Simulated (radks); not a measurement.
All-electron atom: Cu2+ in [Ne] 3s2 3p5 3d9 4s1 (not the ground configuration).

Calculated with a radial shooting solver on a logarithmic mesh with Libxc functionals: scalar-relativistic Kohn-Sham, revPBE, spin-polarised, spherical densities, finite nucleus; open shells are filled with parallel spins first; Fermi nuclear charge, rms radius 3.8823 fm.

Energy parts (hartree):
| part | energy |
|---|---|
| total | -1651.10404 |
| kinetic | 1675.75558 |
| electron-nucleus | -3942.98012 |
| Hartree | 682.65007 |
| exchange-correlation | -66.52958 |

Orbitals (lengths in bohr, moments of r in powers of bohr; <r^-3> diverges for s and p1/2):
orbital,occ.,eigenvalue (hartree),<r^-3>,<r^4>,<1/r>
1s up,1,-326.7450,-,0.00003436,29.16
1s down,1,-326.7220,-,0.00003435,29.16
2s up,1,-40.40157,-,0.007401,6.331
2s down,1,-40.36241,-,0.007379,6.333
2p up,3,-35.05984,706.8,0.005519,6.212
2p down,3,-35.01765,707.1,0.005502,6.214
3s up,1,-5.52807,-,0.5271,2.019
3s down,1,-5.41967,-,0.5330,2.013
3p up,3,-3.94936,92.64,0.7020,1.874
3p down,2,-3.84310,91.87,0.7133,1.867
3d up,5,-1.41054,9.085,2.168,1.528
3d down,4,-1.31317,8.981,2.301,1.518
4s up,1,-0.93352,-,44.26,0.6032
4s down,0,-0.86966,-,47.09,0.5937

The highest occupied level is 4s up at -25.402 eV. The electron density at the nucleus is 2.244e+04 e/bohr^3 (large components only). Spin moment in Bohr magnetons: 3.
